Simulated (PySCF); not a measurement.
Spinor energies of Ti²⁰⁺ (titanium, charge +20)

Start: 1s2. Calculated with PySCF 2.14 in an even-tempered Gaussian basis (17 s from 2.1 bohr⁻², ratio 2.6; 11 p from 2.7 bohr⁻², ratio 2.6; 6 d from 2.7 bohr⁻², ratio 2.8; 3 f from 130 bohr⁻², ratio 2.8): generalised Hartree-Fock with the X2C-1e Hamiltonian and a Gaussian nucleus; spin-orbit coupling (SO) screened by Boettger's factors.

| spinor shell | electrons | ε, screened SO (eV) | weight of nominal j (screened SO) | rms radius, screened SO (bohr) |
| --- | --- | --- | --- | --- |
| 1s1/2 | 2 | -6253.2 | 1.000 | 0.0794 |

```tsv
quantity	screened SO
E (hartree)	-473.31932
M_J	0
⟨J²⟩	0.000
⟨L²⟩	0.000
⟨S²⟩	0.000
```
